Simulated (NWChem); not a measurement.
Molecule: BGeH$_{3}$ClF; SMILES Cl[B](F)[GeH3]

Computed with NWChem. The geometry was optimised at PBE0/def2-SVP. Level r2SCAN/def2-SVP: energy and gradient on several grids; changes count from the extra-fine grid, which is no exact limit either.

| grid | size of the energy change (μHa) | largest change of a gradient component (μHa/bohr) |
|---|---|---|
| xcoarse | 7000 | 10000 |
| coarse | 600 | 500 |
| medium | 50 | 50 |
| fine | < 10 | 40 |
| xfine | < 10 | < 30 |
